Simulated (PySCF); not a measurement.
# Ne⁺ (neon, charge +1) across methods

[He] 2s2 2p5, 2P determinant. Computed with PySCF 2.14 in x2c-QZVPPall (7s4p3d2f1g, 57 functions), with scalar relativity by spin-free X2C-1e.

| method | E (hartree) | mean ε 2s β (eV) | mean ε 2p α (eV) | mean ε 2p β (eV) | Σ⟨r²⟩ (bohr²) | ⟨S²⟩ |
| --- | --- | --- | --- | --- | --- | --- |
| TPSSh | -128.3238 | -56.407 | -34.689 | -32.685 | 6.859 | 0.751 |
| PBE | -128.2109 | -54.194 | -33.199 | -31.223 | 6.920 | 0.751 |
| M06 | -128.2941 | -57.695 | -36.509 | -34.095 | 6.819 | 0.751 |
| LDA | -127.5545 | -54.074 | -33.360 | -31.227 | 6.945 | 0.751 |
| UHF | -127.96272 | -68.399 | -44.928 | -42.092 | 6.754 | 0.753 |
| HSE06 | -128.2351 | -57.598 | -35.921 | -33.806 | 6.858 | 0.751 |
| wB97X | -128.3079 | -60.353 | -38.681 | -36.616 | 6.836 | 0.751 |
| r2SCAN | -128.2843 | -55.521 | -34.179 | -32.017 | 6.833 | 0.752 |
| PBE0 | -128.2234 | -58.059 | -36.357 | -34.207 | 6.857 | 0.751 |
